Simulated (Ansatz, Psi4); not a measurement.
The Ansatz (a program for electronic structure) input:
Ansatz 0.2 input:
```yaml
crystal:
  periodic: [false, false, false]
  atoms:
    - {symbol: Si, position_ang: [0.00000000, 0.00000000, 0.00000000]}
basis:
  gaussian:
    orbitals: cc-pVDZ
magnetization: {spin_polarized: true, initial_magnetization: 2}
correlation: {method: ccsd_t, electrons: outside_noble_gas}
accuracy: high
```

Task: Give the equivalent Psi4 input.

Result: Several could match; the one computed here: 
```
memory 2 GB

molecule mol {
0 3
Si    0.000000    0.000000    0.000000
}

set {
  basis cc-pvdz
  reference uhf
  freeze_core true
  mp2_type conv
  scf_type pk
  puream true
  d_convergence 1e-8
}

energy('ccsd(t)')
print_variables()
```

Both were run: Ansatz gave -288.915089 Eh and Psi4 -288.915089 Eh, 0.000 mEh apart.
